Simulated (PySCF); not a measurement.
C₈H₇FO.
Bonds: C1–C2, C2–C3 (aromatic), C3–C4 (aromatic), C4–C5 (aromatic), C5–C6 (aromatic), C6–C7 (aromatic), C7–C8, C8–O9 (double), C8–F10, C2–C7 (aromatic). Hydrogens: H11, H12, H13 on C1; H14 on C3; H15 on C4; H16 on C5; H17 on C6.

Definitions: NICS(0) = −σiso at the ring centroid; NICS(1) = −σiso and NICS(1)zz = −σzz at ±1 Å along the ring normal z. Level: GIAO PBE/pcSseg-1 (PySCF, non-relativistic, gas phase) on the PBE0-D3(BJ)/def2-SVP geometry, one conformer.

Ring bond lengths (Å): C2–C3 1.401, C3–C4 1.391, C4–C5 1.394, C5–C6 1.387, C6–C7 1.404, C7–C2 1.414.

Task: What do the NICS probes read (ppm)?

Result: 
```tsv
ring	type	NICS(0)	NICS(1), two faces	NICS(1)zz, two faces	rms pucker (Å)	centre to ring atoms, mean (Å)
C2–C3–C4–C5–C6–C7	6-membered carbocycle; formal bonds all aromatic	-7.8	-10.6 / -10.6	-25.5 / -25.5	0.00	1.40
```

Task: What do they say, and how far can they be read as aromaticity?

Result: 
- C2–C3–C4–C5–C6–C7: mean NICS(1)zz -25.5 ppm, shielded. The ring is flat and has no four-coordinate atom; by the NICS criterion it is aromatic.

Task: What does the geometric index give? HOMA = 1 − mean of α(R − Ropt)² over the ring bonds, with Krygowski's 1993 parameters (CC: Ropt 1.388 Å, α 257.7 Å⁻²).

Result: 
- C2–C3–C4–C5–C6–C7: HOMA 0.95 = 1 − EN − GEO, with mean bond length 1.398 Å, EN = α(Ropt − mean)² = 0.028 and GEO = α × variance = 0.021. The geometric and the magnetic index point the same way.

Task: At the first NICS(1) probe listed for ring C2–C3–C4–C5–C6–C7, 1 Å off the ring, how large is the induced field along the normal in 7.05 T applied along it?

Result: NICSzz × B0 = -25.5 ppm × 7.05 T = -180 μT, against the applied field.

Task: List the ring angles.

Result: 
- C2–C3–C4–C5–C6–C7: C2 117.1°, C3 122.3°, C4 120.1°, C5 118.9°, C6 121.2°, C7 120.4°; sum 720.0° against 720° for a flat convex ring.

Task: How shielded are the nuclei of the rings and their hydrogens (means over atoms taken as equivalent)?

Result: 
```json
{"atoms": "C2", "environment": "substituted aromatic carbon", "σ isotropic (ppm)": "33.8"}
{"atoms": "C3", "environment": "aromatic CH carbon", "σ isotropic (ppm)": "44.0"}
{"atoms": "C4", "environment": "aromatic CH carbon", "σ isotropic (ppm)": "42.5"}
{"atoms": "C5", "environment": "aromatic CH carbon", "σ isotropic (ppm)": "50.1"}
{"atoms": "C6", "environment": "aromatic CH carbon", "σ isotropic (ppm)": "40.8"}
{"atoms": "C7", "environment": "substituted aromatic carbon", "σ isotropic (ppm)": "53.3"}
{"atoms": "H14", "environment": "aromatic hydrogen", "σ isotropic (ppm)": "23.93"}
{"atoms": "H15", "environment": "aromatic hydrogen", "σ isotropic (ppm)": "23.76"}
{"atoms": "H16", "environment": "aromatic hydrogen", "σ isotropic (ppm)": "23.84"}
{"atoms": "H17", "environment": "aromatic hydrogen", "σ isotropic (ppm)": "22.82"}
```

Task: How do the values depend on the level or the medium?

Result: 
| level | NICS(0), C2–C3–C4–C5–C6–C7 | mean NICS(1)zz, C2–C3–C4–C5–C6–C7 |
| --- | --- | --- |
| PBE/pcSseg-1, gas | -7.8 | -25.5 |
| PBE0/pcSseg-1, gas | -8.3 | -26.7 |
| PBE0/pcSseg-1, IEF-PCM chloroform | -8.1 | -26.5 |
| PBE0/pcSseg-1, IEF-PCM cyclohexane | -8.2 | -26.6 |

The geometry is the same throughout; the continuum's cavity takes Bondi-type radii × 1.2.

The values belong to the conformer `[CH3:1][c:2]1[cH:3][cH:4][cH:5][cH:6][c:7]1[C:8](=[O:9])[F:10]`: C6–C7–C8–O9 1°.
